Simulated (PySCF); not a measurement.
Si(Cl)2(NH2)2 (Cl2H4N2Si), SMILES N[Si](N)(Cl)Cl.

Coordinates come from a B3LYP-D3(BJ)/def2-SVP optimisation. The values are those of a single conformer.

Level of theory: CAM-B3LYP/def2-TZVP in PySCF.

* **total energy**: -1322.06577 hartree
* **point group**: C2
* **highest occupied level**: -9.44 eV
* **lowest empty level**: 1.35 eV
* **orbital gap**: 10.79 eV
* **dipole moment**: 2.38 D
* **quadrupole, principal values (traceless, Buckingham form, about the centre of nuclear charge)**: -8.17, -1.19, 9.36 D·Å
* **mean static polarisability**: 60.1 bohr³ (8.90 Å³)
* **polarisability, principal values**: 54.6, 60.7, 64.9 bohr³
